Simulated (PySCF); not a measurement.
Compound: C9H7N.
Numbering: `[CH2:1]=[CH:2][c:3]1[cH:4][cH:5][cH:6][cH:7][c:8]1[C:9]#[N:10]` (hydrogens: H11, H12 on C1; H13 on C2; H14 on C4; H15 on C5; H16 on C6; H17 on C7)

A GFN2-xTB structure was refined with PBE0-D3(BJ)/def2-SVP geometry optimisation, gas phase (PySCF 2.14.0). Its GFN2-xTB values:

| coordinate | GFN2-xTB |
| --- | --- |
| C1=C2 | 1.328 Å |
| C1–H11 | 1.077 Å |
| C1–H12 | 1.076 Å |
| C2–C3 | 1.458 Å |
| C2–H13 | 1.083 Å |
| C3–C4 | 1.394 Å |
| C3–C8 | 1.408 Å |
| C4–C5 | 1.382 Å |
| C4–H14 | 1.079 Å |
| C5–C6 | 1.388 Å |
| C5–H15 | 1.080 Å |
| C6–H16 | 1.079 Å |
| C7–C8 | 1.395 Å |
| C7–H17 | 1.080 Å |
| C8–C9 | 1.414 Å |
| C9≡N10 | 1.147 Å |
| C1–C2–C3 | 125.8° |
| C2–C3–C4 | 122.9° |
| C2–C3–C8 | 119.5° |
| C3–C4–C5 | 121.2° |
| C3–C8–C9 | 120.8° |
| C4–C3–C8 | 117.6° |
| C7–C8–C9 | 118.2° |
| C8–C9–N10 | 178.5° |
| C1–C2–C3–C4 | 15° |

Question: How do these coordinates change at the PBE0-D3(BJ)/def2-SVP level?

Answer: 
```json
{"coordinate": "C8–C9", "PBE0-D3(BJ)/def2-SVP (Å or °)": "1.432", "change": "+0.018"}
{"coordinate": "C1–H11", "PBE0-D3(BJ)/def2-SVP (Å or °)": "1.093", "change": "+0.016"}
{"coordinate": "C1–H12", "PBE0-D3(BJ)/def2-SVP (Å or °)": "1.092", "change": "+0.016"}
{"coordinate": "C4–H14", "PBE0-D3(BJ)/def2-SVP (Å or °)": "1.092", "change": "+0.013"}
{"coordinate": "C6–H16", "PBE0-D3(BJ)/def2-SVP (Å or °)": "1.092", "change": "+0.013"}
{"coordinate": "C9≡N10", "PBE0-D3(BJ)/def2-SVP (Å or °)": "1.160", "change": "+0.013"}
{"coordinate": "C5–H15", "PBE0-D3(BJ)/def2-SVP (Å or °)": "1.092", "change": "+0.012"}
{"coordinate": "C2–H13", "PBE0-D3(BJ)/def2-SVP (Å or °)": "1.095", "change": "+0.012"}
{"coordinate": "C7–H17", "PBE0-D3(BJ)/def2-SVP (Å or °)": "1.091", "change": "+0.011"}
{"coordinate": "C1=C2", "PBE0-D3(BJ)/def2-SVP (Å or °)": "1.338", "change": "+0.010"}
{"coordinate": "C2–C3", "PBE0-D3(BJ)/def2-SVP (Å or °)": "1.467", "change": "+0.009"}
{"coordinate": "C5–C6", "PBE0-D3(BJ)/def2-SVP (Å or °)": "1.397", "change": "+0.009"}
{"coordinate": "C7–C8", "PBE0-D3(BJ)/def2-SVP (Å or °)": "1.403", "change": "+0.008"}
{"coordinate": "C3–C4", "PBE0-D3(BJ)/def2-SVP (Å or °)": "1.402", "change": "+0.008"}
{"coordinate": "C3–C8", "PBE0-D3(BJ)/def2-SVP (Å or °)": "1.415", "change": "+0.007"}
{"coordinate": "C4–C5", "PBE0-D3(BJ)/def2-SVP (Å or °)": "1.389", "change": "+0.007"}
{"coordinate": "C8–C9–N10", "PBE0-D3(BJ)/def2-SVP (Å or °)": "179.4", "change": "+0.9"}
{"coordinate": "C2–C3–C8", "PBE0-D3(BJ)/def2-SVP (Å or °)": "120.1", "change": "+0.6"}
{"coordinate": "C3–C8–C9", "PBE0-D3(BJ)/def2-SVP (Å or °)": "120.3", "change": "-0.5"}
{"coordinate": "C1–C2–C3", "PBE0-D3(BJ)/def2-SVP (Å or °)": "126.2", "change": "+0.4"}
{"coordinate": "C4–C3–C8", "PBE0-D3(BJ)/def2-SVP (Å or °)": "117.3", "change": "-0.3"}
{"coordinate": "C3–C4–C5", "PBE0-D3(BJ)/def2-SVP (Å or °)": "121.5", "change": "+0.3"}
{"coordinate": "C7–C8–C9", "PBE0-D3(BJ)/def2-SVP (Å or °)": "118.5", "change": "+0.3"}
{"coordinate": "C2–C3–C4", "PBE0-D3(BJ)/def2-SVP (Å or °)": "122.6", "change": "-0.3"}
{"coordinate": "C1–C2–C3–C4", "PBE0-D3(BJ)/def2-SVP (Å or °)": "11", "change": "-4"}
```

The energy falls by 0.060 eV over 6 energy and gradient evaluations, the largest force component goes from 0.0263 to 4.5e-04 Eh/bohr, and the atoms move by 0.039 Å rms after alignment. The bond that changes most is C8–C9 (substituted aromatic carbon to nitrile carbon), which lengthens by 0.018 Å. Bonds longer at the end by more than 0.005 Å: 17 of 17; shorter: 0. Rotational constants go from 1669, 1490, 789.1 to 1647, 1465, 776.5 MHz.

The run used 175 basis functions and 43 SCF cycles in all.

No PBE0-D3(BJ)/def2-SVP frequencies stand behind this structure, so it isn't proved a minimum. One conformer, not necessarily the lowest.

Shape of the structure used: `[CH2:1]=[CH:2][c:3]1[cH:4][cH:5][cH:6][cH:7][c:8]1[C:9]#[N:10]`: C1–C2–C3–C4 11°.
